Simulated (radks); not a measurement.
Excited configurations of B III: one electron is placed in a higher orbital outside [He]. The ground configuration is [He] 2s1. All-electron calculation, non-relativistic Kohn-Sham, BLYP, spin-polarised, spherical densities, point nucleus; open shells are filled with parallel spins first. Program: a radial shooting solver on a logarithmic mesh with Libxc functionals. Excitation = E - E(ground); binding = E(ion) - E, where the ion is the core of charge +3; n* = 3/sqrt(2 binding) in atomic units, and the quantum defect is n - n*.

outer orbital  excitation (eV)  binding (eV)     n*  quantum defect  eigenvalue (eV)  <r> (bohr)
2p                       6.023        32.413  1.944           0.056          -26.079       1.573
3p                      23.568        14.868  2.870           0.130          -12.464       3.858
4p                      29.948         8.488  3.798           0.202           -7.230       7.040
4f                      30.700         7.736  3.978           0.022           -6.231       5.904
5s                      32.618         5.819  4.587           0.413           -5.018       10.82
6p                      34.550         3.886  5.613           0.387           -3.357       16.03
7s                      35.423         3.013  6.375           0.625           -2.619       21.32

Estimate the row for 6f.

Answer. excitation (eV) 34.739; binding (eV) 3.697; n* 5.755; quantum defect 0.245; eigenvalue (eV) -3.137; <r> (bohr) 15.13. The Delta-SCF ionisation energy is 38.437 eV (NIST Atomic Spectra Database: 37.931 eV, measured). Self-interaction in the functional shifts the binding energies and quantum defects, so they are the method's values and not measured ones.
